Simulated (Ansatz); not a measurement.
Born–Oppenheimer molecular dynamics of BCl3H2 (6 atoms, charge 0, multiplicity 1). It starts at the highest image of a converged band, a first-order saddle point between two minima.

Level of theory: RKS PBE-D4/def2-SVP (Ansatz 0.2.0).

| Quantity | Value |
| --- | --- |
| ensemble | NVE (velocity Verlet) |
| time step | 0.5 fs |
| steps asked | 200 |
| starting velocities drawn for | 100 K |
| seed | 7942 |

First frame:

```xyz
6
Properties=species:S:1:pos:R:3
B 0.017 -0.327 0.011
Cl 0.010 0.132 2.091
Cl 1.556 0.181 -0.707
Cl -1.538 0.127 -0.706
H 0.040 -1.615 0.256
H 0.033 -1.168 1.241
```

How far do the bonds stretch over the last three quarters of this one trajectory? (Pairs bonded in most of those frames.)


```csv
bond,mean (Å),spread (Å),shortest,longest
B1–Cl2,1.797,0.115,1.64,2.05
B1–Cl3,1.758,0.033,1.69,1.80
B1–Cl4,1.761,0.043,1.67,1.82
H5–H6,0.780,0.030,0.75,0.89
```

Mean temperature of the second half: 1940 K. The conserved energy stayed within 0.073 meV per atom of its start (net change 0.013 meV per atom), so the integration is sound. The kinetic energy rose, since the run started high on the potential surface and went downhill. It ends in pieces (BCl3 + H2), so much of that is their flight and rotation, not heat. A run of 0.1 ps of so small a system gives no equilibrium averages. The orbitals stay closed-shell, which can raise the energy where a bond breaks towards radicals; this wasn't checked here.

Time of the run: 6.3 min on 1 thread of Arm Neoverse V1 (shared host), peak memory 0.16 GiB.
